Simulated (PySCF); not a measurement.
Task: Write Cartesian coordinates for InChI=1S/C5H7NS/c1-3-4(2-6)5(3)7/h3-5,7H,1H3/p-1/t3-,4+,5+/m0/s1 as optimised with GFN2-xTB. (Charge -1.)

Result: 
```
atom  x, y, z in Å
C1    -1.1148   -1.0704   -0.2572
C2    -0.5914    0.1721    0.4186
C3     0.0611    1.2640   -0.3656
S4    -0.1514    2.9496    0.0220
C5     0.9080    0.3530    0.5734
C6     1.7939   -0.5721    0.0143
N7     2.5347   -1.3145   -0.4725
H8    -2.1309   -0.9048   -0.6172
H9    -0.4842   -1.3337   -1.1050
H10   -1.1267   -1.9162    0.4340
H11   -1.1745    0.4908    1.2776
H12    0.2138    1.0578   -1.4253
H13    1.2580    0.8249    1.4853
```

Any rigid rotation of these coordinates is as good. Atoms count from 1 in this order. Of the pairs four or more bonds apart, C6···H9 is among the closest relative to their van der Waals radii: 2.65 Å, 91 % of the sum of Bondi's values. The 3-membered ring C2–C3–C5 has internal angles of 58.1° to 62.3°. The C–C distances run from 1.398 Å (C5–C6, drawn single) to 1.558 Å (C3–C5, drawn single), a spread of 0.160 Å.

Bonds between heavy atoms (Å): C1–C2 1.508, C2–C3 1.494, C3–S4 1.743, C3–C5 1.558, C5–C6 1.398, C6≡N7 1.156, C2–C5 1.518.

The geometry is computed with GFN2-xTB (gas phase).

Point group: C1 (no symmetry element, even within 0.4 Å). No frequency check.
